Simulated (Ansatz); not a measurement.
CBr₄, triplet, at the geometry of the source list (a higher spin typed on purpose: for a closed-shell molecule this is an excited state); B3LYP/def2-SVP (Ansatz, a quantum-chemistry and plane-wave program).

Ansatz was given this input:
Ansatz 0.2 input:
```yaml
crystal:
  periodic: [false, false, false]
  atoms:
    - {symbol: Br, position_ang: [1.88530000, -0.43270000, -0.15840000]}
    - {symbol: C, position_ang: [-0.00000000, -0.00000000, -0.00000000]}
    - {symbol: Br, position_ang: [-0.26770000, 1.88070000, -0.39740000]}
    - {symbol: Br, position_ang: [-0.59920000, -0.37070000, 1.80840000]}
    - {symbol: Br, position_ang: [-1.01850000, -1.07720000, -1.25260000]}
basis:
  gaussian:
    orbitals: def2-SVP
hamiltonian:
  xc: b3lyp
magnetization: {spin_polarized: true, initial_magnetization: 2}
scf: {lower_state_search: light}
```

The log (banner, timings and long lists left out):

```
Functional definition: B3LYP
1356 factors; integrals over basis functions are off by at most 7.9e-4 eV
mean field evaluation 1: about -281184.7751 eV, gradient 1.0e1 eV
mean field evaluation 2: about -281180.2609 eV, gradient 2.6e1 eV
mean field evaluation 4: about -281185.1678 eV, gradient 3.5e0 eV
mean field evaluation 8: about -281185.2925 eV, gradient 5.0e-1 eV
mean field evaluation 16: about -281185.3094 eV, gradient 2.3e-1 eV
mean field evaluation 32: about -281185.3179 eV, gradient 5.4e-6 eV
mean field evaluation 64: about -281184.8700 eV, gradient 2.5e0 eV
mean field evaluation 96: about -281185.3156 eV, gradient 5.2e-1 eV
mean field evaluation 128: about -281185.2465 eV, gradient 2.3e0 eV
mean field evaluation 160: about -281185.3179 eV, gradient 2.5e-3 eV
mean field -281185.31787531 eV, -10333.3698376635 hartree, gradient 2.7e-6 eV, S^2 2.001885; 20 other end points of the search recorded, 0 dependent functions left out
reference -281185.31815742 eV, -10333.3698480310 hartree; 74, 72 occupied and 68, 70 virtual orbitals, 1356 factors
Total energy: -281185.31815742 eV, -10333.3698480310 hartree
```
